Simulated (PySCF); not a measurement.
J couplings in Ti(NH2)2(OMe)2

Geometry:
```csv
atom,x (Å),y (Å),z (Å)
Ti1,0.499,0.270,0.152
N2,0.231,0.507,1.999
H3,0.970,0.503,2.696
H4,-0.641,0.819,2.416
N5,2.319,0.557,-0.206
H6,2.980,-0.192,-0.395
H7,2.744,1.454,-0.425
O8,-0.571,1.396,-0.714
C9,-1.543,1.793,-1.608
H10,-1.113,2.427,-2.405
H11,-2.328,2.384,-1.101
H12,-2.032,0.928,-2.093
O13,0.150,-1.440,-0.220
C14,-0.323,-2.601,0.368
H15,0.388,-3.433,0.216
H16,-1.289,-2.905,-0.076
H17,-0.470,-2.468,1.456
```

Indirect spin–spin couplings were computed at PBE/pcJ-1 (pcSseg-1 on Ti) (spin–dipole term only in couplings to heteroatoms) (PySCF 2.14.0 with density-fitted response routines) on a PBE0-D3(BJ)/def2-SVP structure, for the isolated molecule, without vibrational or relativistic corrections. Couplings are averaged over pairs made equivalent by symmetry, fast rotation or ring inversion, so a value needn't be that of the named pair in this geometry, while other rotamers aren't included; one pair stands for each set, and the list holds those of at least 1.5 Hz over up to four bonds, among pairs with at least one N or H or C atom (others weren't computed).

Isotopes: 13C, 1H, 15N, 17O. Couplings to quadrupolar nuclei such as 17O and 33S are rarely resolved in practice.

```csv
pair,bonds,J (Hz)
"N2, H3",1,-64.8
"O8, C9",1,22.5
"C9, H10",1,132.5
"H3, H4",2,-5.5
"O8, H10",2,?
"H10, H11",2,?
```

Estimate the withheld couplings, with signs.

Results:


- 2J(O8,H10) = -3.3 Hz (mean over equivalent pairs that range from -4.7 to -1.7 Hz in this conformer)
- 2J(H10,H11) = -10.7 Hz
